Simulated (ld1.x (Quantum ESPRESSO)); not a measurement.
## titanium: one change to a TM potential, before and after

```
Element                 : titanium (Ti)
Generator               : ld1.x (Quantum ESPRESSO) 7.5
Type                    : norm-conserving Troullier–Martins (Kleinman–Bylander form)
Functional              : LDA (PZ)
Relativity              : scalar-relativistic
Frozen core             : [Ne] 3s2
Valence charge          : 10
Reference configuration : 3p6 3d2 4s1.5 4p0 (charge +0.5)
Partial waves           : 3p (bound): rc 1.40 bohr; 3d (bound): rc 1.35 bohr; 4s (bound): rc 2.20 bohr
Local potential         : the s channel
Core correction         : none
```

All-electron outer shells of the reference configuration (LDA (PZ), scalar-relativistic, ld1.x):

```json
{"shell": "3s", "level (eV)": "-65.76", "outermost node (bohr)": "0.40", "outermost maximum (bohr)": "0.87"}
{"shell": "3p", "level (eV)": "-42.29", "outermost node (bohr)": "0.37", "outermost maximum (bohr)": "0.90"}
{"shell": "3d", "level (eV)": "-7.89", "outermost node (bohr)": "–", "outermost maximum (bohr)": "0.97"}
{"shell": "4s", "level (eV)": "-7.50", "outermost node (bohr)": "1.24", "outermost maximum (bohr)": "2.81"}
{"shell": "4p", "level (eV)": "-4.05", "outermost node (bohr)": "1.38", "outermost maximum (bohr)": "3.52"}
```

Change: core correction a·sin(br)/r model core inside 0.94 bohr.

Cutoffs: the cutoffs (Ry, on a coarse ladder) from which the occupation-weighted sum of valence levels, in a spherical-Bessel basis at the reference potential, stays within 10 and 1 mRy of its value at 400 Ry; they do not see the model core or the augmentation charge, which bear on the density cutoff. Errors are all-electron minus pseudo energies relative to the spin-unpolarised reference configuration.

What does the change do?

The potential gets neither clearly harder nor softer (90 Ry and 110 Ry → 90 Ry and 110 Ry); the number of tests that count goes from 9 to 7; of the 7 tests that both files solve, the error grows in 2 and shrinks in 2 by more than 15 % and 0.3 meV (median size 173.7 → 48.0 meV); neither file shows a bound ghost at the reference potential, the only one tested. A model core, the more so a compact one, raises the density cutoff, which this test does not measure.

```tsv
quantity	base	changed
cutoff, loose	90 Ry	90 Ry
cutoff, tight	110 Ry	110 Ry
bound ghosts	none	none
tests counted (converged, no solver errors)	9 of 9	7 of 9
error for 3p6 3d2 4s0 4p0, meV [ΔE 18.32 eV]	-9.8	-19
error for 3p6 3d2.5 4s1.5 4p0, meV [ΔE -2.69 eV]	-25	-26
error for 3p6 3d2 4s0 4p2, meV [ΔE 3.42 eV]	-1248	-1251
error for 3p6 3d0 4s0 4p0, meV [ΔE 89.04 eV]	-368	-579
error for 3p5 3d2 4s2 4p0, meV [ΔE 42.49 eV]	-314	-342
error for 3p6 3d2 4s1.5 4p0 (spin-polarised), meV [ΔE -0.86 eV]	+174	+48
error for 3p6 3d2 4s2 4p0 (spin-polarised), meV [ΔE -3.69 eV]	+165	+48
s: phases at 2.40 bohr within 0.05 rad from the reference energy up to (Ry; the scan ends near 5)	0.0	0.0
p: phases at 2.40 bohr within 0.05 rad from the reference energy up to (Ry; the scan ends near 5)	-1.5	-1.5
d: phases at 2.40 bohr within 0.05 rad from the reference energy up to (Ry; the scan ends near 5)	0.2	0.2
```

Base: These tests converged, but a pseudo level misses the all-electron one widely, so the file describes the atom poorly there or has found another state: 3p6 3d0 4s0 4p0: empty 4p by 4.3 eV. Changed file: Tests not counted: 3p6 3d2 4s2 4p0 (solver errors, printed error 0.0 meV); 3p6 3d2 4s1 4p0 (solver errors, printed error -0.9 meV). These tests converged, but a pseudo level misses the all-electron one widely, so the file describes the atom poorly there or has found another state: 3p6 3d0 4s0 4p0: empty 4p by 4.2 eV.
